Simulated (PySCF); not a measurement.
H₆W, SMILES [WH6-], charge -1, multiplicity 2.

Geometry optimised at B3LYP-D3(BJ)/def2-TZVPD. A frequency run showed that this geometry is not a minimum. The spin state was assumed, not searched. The def2 effective core potentials stand for the cores of W; spin–orbit coupling is left out.

Method: PySCF with B3LYP-D3(BJ)/def2-TZVPD.

Frequencies are harmonic and unscaled.

Modes within 1.5 cm⁻¹ of each other (mostly degenerate sets) share a row, with their intensities summed.

Computed normal modes with their intensities:
```csv
mode,ν (cm⁻¹),IR (km/mol),moving atoms (share of kinetic energy)
1–2,1375i,1313.4,H 99 %
3,1274i,0.0,H 100 %
4–5,875i,239.9,H 99 %
6,830i,473.0,H 98 %
7,646,0.0,H 100 %
8,648,0.0,H 100 %
9,662,0.0,H 100 %
10,1556,1146.7,H 99 %
11–12,1564,2818.7,H 99 %
13–14,1801,0.0,H 100 %
15,1855,0.0,H 100 %
```
